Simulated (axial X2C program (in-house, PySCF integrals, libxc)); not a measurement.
**Nuclear properties of HSeF**

Calculated with an in-house all-electron X2C program for linear molecules (integrals from PySCF): two-component X2C with atomic mean-field Coulomb and Gaunt terms, Gaussian nuclei, basis H dyall-v3z, Se dyall-v3z, F dyall-av3z with contracted cores.

H–Se–F held linear, with bonds 1.579 and 1.990 Å (near the PBE0 minimum at charge 0 of the determinant lowest at the starting distance; the state shown can have its own minimum elsewhere, held linear; other orders of the atoms were not compared).

Input and command:
```json
{"zs": [1, 34, 9], "q": 0, "bas": ["dyall-v3z", "dyall-v3z", "dyall-av3z"], "r0": [1.48, 1.8], "symm": 0, "scan": ["PBE0", "HF", "PBE"], "levels": ["PBE0", "HF", "r2SCAN"], "nst": 2}
```
```bash
python solin.py task.json out
```

Keys: zs atomic numbers; q charge; bas basis sets; r0 starting distance in Å; symm equal bonds; scan levels of the two-bond scan; levels methods; nst determinants followed.

Determinant lowest in the PBE0 search, Ω = 1 (⟨Sz⟩ = 1.00, ⟨Lz⟩ = 0.00 at PBE0), spin on the atoms H -0.04, Se 0.92, F 0.12:

```tsv
level	Eeff magnitude (GV/cm)	Ws magnitude Se (kHz)	A∥/gI H (MHz)	qzz H (a.u.)	A∥/gI Se (MHz)	qzz Se (a.u.)	A∥/gI F (MHz)	qzz F (a.u.)	μ (D)
PBE0	0.175	0.105	-5.79	0.11	-707	0.21	-64.4	-0.24	-3.28
HF	0.183	0.0482	-10.1	0.11	-853	0.72	-17.9	0.18	-4.67
r2SCAN	0.0206	0.0477	-5.76	0.11	-669	0.24	-58.3	-0.36	-2.86
```

Eeff is the effective electric field on the electron electric dipole moment in this Ω state and Ws the scalar–pseudoscalar constant of the nucleus named (defined with the proton number Z and per Ω); A∥ (defined per Ω) follows by multiplying with gI = μI/(I μN); qzz is the electric field gradient, eQq0 = 234.96 MHz × Q/barn × qzz; μ is positive if the F end (last atom) is positive. The operators were transformed with the bare-nucleus X2C matrices; with these basis sets, hyperfine constants and field gradients can be off by tens of per cent, and where levels differ in sign neither size nor sign is settled.

Q: With gI(1H) = 5.5857, gI(77Se) = 1.0701 (g factors from the IAEA table of nuclear moments by Stone), turn the PBE0 values of the first state into constants in MHz.

A: A∥(1H) = -5.79 × 5.5857 = -32.3 MHz; A∥(77Se) = -707 × 1.0701 = -757 MHz.

The molecule was held linear; bending was not examined, so a bent shape may lie lower.

Each state is one determinant with collinear spin, which with several unpaired electrons need not be a pure state. Unrestricted Hartree–Fock can overshoot spin polarisation at the nuclei. In the state Ω = 1 the sign of Eeff differs between levels (HF against PBE0). With several open shells hyperfine constants can be off by a factor of several. Where Eeff spreads by more than a factor of two the levels disagree and none is to be relied on. Open-shell Ω = 0 determinants with evenly filled partner blocks cannot be reached by this program, so the Ω shown need not be the lowest component. States lie within half an eV, so the first need not be the ground state. The sign of Ws at Se differs between levels in the first state. Further determinants of the search, some of them spin-mixed, are not shown. Where a field gradient or hyperfine factor spreads by more than a factor of two over the levels, a constant derived from it is not to be relied on.
